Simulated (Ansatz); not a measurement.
Compare A (`C[CH](C)[GeH3]`) with its isomer B (`CC[CH2][GeH3]`).

Isolated molecules relaxed with PBE0-D4/def2-TZVP in Ansatz; ΔE leaves out vibrations. CCSD(T)/CBS adds triple-zeta CCSD(T) − MP2 to the extrapolated MP2 energy (def2 sets, frozen cores). Functionals use def2-TZVPP. B3LYP here is the variant with VWN-RPA as its local correlation; programs differ in this. For Ge outer-core shells are correlated without core-valence functions, which leaves a few kJ/mol of doubt a bond. Scalar relativity is left out up to krypton. One conformer a species, not always the lowest.

A:

Z-matrix (Å, degrees):
```
C
C 1 1.523
H 1 1.093 2 112.1
H 1 1.095 2 110.8 3 120.3
H 1 1.094 2 111.2 3 -120.6
C 2 1.523 1 111.7 3 -177.9
Ge 2 1.969 1 110.8 3 58.1
H 2 1.096 1 108.8 3 -57.7
H 6 1.093 2 112.1 1 177.8
H 6 1.094 2 111.2 1 -61.6
H 6 1.095 2 110.8 1 57.5
H 7 1.541 2 110.7 1 -178.5
H 7 1.542 2 109.5 1 61.9
H 7 1.541 2 110.7 1 -57.7
```

B:

Z-matrix (Å, degrees):
```
C
C 1 1.520
H 1 1.094 2 111.0
H 1 1.093 2 111.5 3 120.2
H 1 1.094 2 111.0 3 -119.5
C 2 1.523 1 112.8 3 59.7
H 2 1.096 1 109.4 3 -62.5
H 2 1.096 1 109.4 3 -178.0
Ge 6 1.959 2 113.5 1 179.9
H 6 1.095 2 110.4 1 58.7
H 6 1.095 2 110.4 1 -58.8
H 9 1.541 6 110.1 2 -59.8
H 9 1.540 6 111.0 2 179.9
H 9 1.541 6 110.1 2 59.5
```

(1) Which is lower in electronic energy at CCSD(T)/CBS, and by how much? (An estimate is asked.)

(2) Give E(B) − E(A) in kcal/mol with B3LYP-D4, LDA (SPW92), PBE0-D4, CCSD(T)/def2-TZVPP, BLYP-D4, ωB97M-V, B3LYP. (Best estimate.)

(3) Does the order hold for the free energy at 298.15 K (harmonic terms from PBE0-D4)? (An estimate is asked.)

Largest T1 diagnostic: 0.010.

Results:

(1) Computed: B, by 0.4 kcal/mol. So small a gap doesn't settle the order.

(2) Computed: B3LYP-D4 -0.6, LDA (SPW92) -0.3, PBE0-D4 -0.7, CCSD(T)/def2-TZVPP -0.6, BLYP-D4 -0.4, ωB97M-V -0.6, B3LYP -1.4. None reverses the order clearly.

(3) The calculation gave: Too close to call: G(B) − G(A) = -0.5 kcal/mol, for one conformer each.

The D4 term adds +0.8 kcal/mol with B3LYP and +0.4 kcal/mol with PBE0; it sums over pairs of atoms, weighted by their polarisabilities, and B3LYP, whose exchange is more repulsive, gets the larger term. In def2-TZVPP, CCSD(T) changes the Hartree–Fock value by +1.5 kcal/mol (the triples alone add +0.2 kcal/mol) and MP2 by +1.8 kcal/mol.
